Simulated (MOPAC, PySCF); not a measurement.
Positional isomers: benzothiophene cyano+boryl. Isolated molecules, 0 K electronic values unless said otherwise. One relaxed conformer stands for each flexible species; it need not be the lowest. Strings in code marks are SMILES.

Quantity: electronic energy of isomers of C9H6BNS relative to `Bc1cc2c(C#N)cccc2s1`, in kcal/mol. Semi-empirical values (MOPAC) are differences of heats of formation.

Level 1: r2SCAN-D4/def2-TZVP // r2SCAN-D4/def2-SVP (PySCF)
Level 2: PBE/6-31G* // r2SCAN-D4/def2-SVP (PySCF)
Level 3: HF/STO-3G // r2SCAN-D4/def2-SVP (PySCF)
Level 4: PM6 // r2SCAN-D4/def2-SVP (MOPAC)

| species | level 1 | level 2 | level 3 | level 4 |
|---|---|---|---|---|
| `Bc1cc(C#N)c2sccc2c1` | 5.53 | 5.34 | 2.39 | 3.20 |
| `Bc1c(C#N)ccc2sccc12` | 6.39 | 6.21 | 4.52 | 3.31 |
| `Bc1cc(C#N)cc2ccsc12` | 5.01 | 4.77 | 2.00 | 2.08 |
| `Bc1cc(C#N)cc2sccc12` | 5.31 | 4.88 | 3.23 | 3.03 |
| `Bc1ccc(C#N)c2ccsc12` | 4.69 | 4.61 | 3.15 | 3.16 |
| `Bc1cc2sccc2cc1C#N` | 5.27 | 5.05 | 3.38 | 3.00 |
| `Bc1cc2cccc(C#N)c2s1` | 0.89 | 0.80 | -0.03 | 0.28 |
| `Bc1c(C#N)sc2ccccc12` | 4.25 | 3.85 | 1.24 | 1.62 |
